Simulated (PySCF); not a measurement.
**Ar¹¹⁺ (argon, charge +11) across methods**

[He] 2s2 2p3, high-spin 4S determinant. Calculation: PySCF 2.14, in an uncontracted even-tempered set (18 s from 1.6 bohr⁻², ratio 2.2; 11 p from 2 bohr⁻², ratio 2.2; 6 d from 10 bohr⁻², ratio 2.4; 5 f from 15 bohr⁻², ratio 2.4; 5 g from 22 bohr⁻², ratio 2.4); the non-relativistic Hamiltonian (point nucleus).

```
 method  E (hartree)  mean ε 2s α (eV)  mean ε 2s β (eV)  mean ε 2p α (eV)  Σ⟨r²⟩ (bohr²)   ⟨S²⟩
   PBE0    -453.2491           -650.07           -626.94           -596.60         0.7834  3.750
    UHF   -453.18970           -681.80           -642.11           -621.65         0.7817  3.751
r2SCAN0    -453.3809           -654.57           -627.68           -599.51         0.7821  3.750
    LDA    -451.7969           -637.43           -619.93           -587.36         0.7859  3.750
    PBE    -453.1978           -639.16           -621.15           -587.93         0.7842  3.750
 PBEsol    -452.5576           -638.35           -620.26           -587.45         0.7848  3.750
 r2SCAN    -453.3705           -645.37           -622.28           -591.88         0.7824  3.750
```
